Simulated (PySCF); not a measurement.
ReO2F2, SMILES [O]=[Re](=[O])([F])[F] (connectivity only; charge and spin as stated), neutral, multiplicity 2. Atoms are numbered in the order given.

```xyz
5

Re     0.0000     0.0000    -0.0909
O      0.0000     1.4173    -1.0189
O      0.0000    -1.4173    -1.0189
F     -1.2772     0.0000     1.2845
F      1.2772     0.0000     1.2845
```
Charge 0, spin multiplicity 2.

Coordinates come from a B3LYP-D3(BJ)/def2-SVP optimisation. The spin state was assumed, not searched. The def2 effective core potentials stand for the cores of Re; spin–orbit coupling is left out.

Method: B3LYP-D3(BJ)/def2-SVP run with PySCF.

Frequencies are harmonic and unscaled.

Problem. Estimate the vibrational spectrum. (An estimate is asked for; the answer gives what the named calculation found.)

Solution. 
| mode | ν (cm⁻¹) | IR (km/mol) | moving atoms (share of kinetic energy) |
|---|---|---|---|
| 1 | 116 | 0.0 | F 51 %, O 49 % |
| 2 | 213 | 12.0 | O 66 %, F 17 %, Re 16 % |
| 3 | 230 | 7.5 | F 46 %, O 39 %, Re 15 % |
| 4 | 244 | 2.4 | F 88 %, O 9 % |
| 5 | 327 | 5.1 | O 83 %, Re 9 %, F 9 % |
| 6 | 671 | 68.9 | F 89 %, Re 10 % |
| 7 | 709 | 86.7 | F 88 %, Re 11 % |
| 8 | 1014 | 174.5 | O 88 %, Re 12 % |
| 9 | 1054 | 47.7 | O 95 % |
